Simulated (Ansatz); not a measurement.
Reaction (redistribution): `CB(O)[SeH]` + `[CH3][AlH][CH]=N` → `CBO` + `[CH3][AlH][C](=N)[SeH]`

Computed with Ansatz on PBE0-D4/def2-TZVP structures; ΔE is electronic, products minus reactants. CBS: MP2 limit from def2 TZ/QZ plus the TZ coupled-cluster correction, frozen cores. Functionals use def2-TZVPP. B3LYP here is the variant with VWN-RPA as its local correlation; programs differ in this. For Se outer-core shells are correlated without core-valence functions, which leaves a few kJ/mol of doubt a bond. Scalar relativity is left out up to krypton. Each species was taken in one conformer, which may not be the lowest.

```json
{"level": "r2SCAN-D4", "ΔE (kcal/mol)": "13.6", "difference from CCSD(T)/CBS": "-2.3"}
{"level": "PBE0-D4", "ΔE (kcal/mol)": "15.1", "difference from CCSD(T)/CBS": "-0.8"}
{"level": "ωB97X-V", "ΔE (kcal/mol)": "16.3", "difference from CCSD(T)/CBS": "0.4"}
{"level": "ωB97M-V", "ΔE (kcal/mol)": "16.2", "difference from CCSD(T)/CBS": "0.3"}
{"level": "B2PLYP", "ΔE (kcal/mol)": "14.7", "difference from CCSD(T)/CBS": "-1.2"}
{"level": "B3LYP", "ΔE (kcal/mol)": "14.4", "difference from CCSD(T)/CBS": "-1.5"}
{"level": "MP2/def2-TZVPP", "ΔE (kcal/mol)": "15.4", "difference from CCSD(T)/CBS": "-0.5"}
{"level": "CCSD(T)/def2-TZVPP", "ΔE (kcal/mol)": "15.9", "difference from CCSD(T)/CBS": "0.0"}
{"level": "MP2/def2-QZVPP", "ΔE (kcal/mol)": "15.4", "difference from CCSD(T)/CBS": "-0.5"}
{"level": "MP2/CBS(def2)", "ΔE (kcal/mol)": "15.4", "difference from CCSD(T)/CBS": "-0.5"}
{"level": "CCSD(T)/CBS", "ΔE (kcal/mol)": "15.9", "difference from CCSD(T)/CBS": "0"}
```

Largest T1 diagnostic among the species: 0.012.

From PBE to PBE0 (25 % exact exchange), in def2-TZVPP and without D4, ΔE moves by +2.4 kcal/mol. In def2-TZVPP, CCSD(T) changes the Hartree–Fock value by −2.9 kcal/mol (the triples alone add −1.0 kcal/mol) and MP2 by −3.4 kcal/mol.
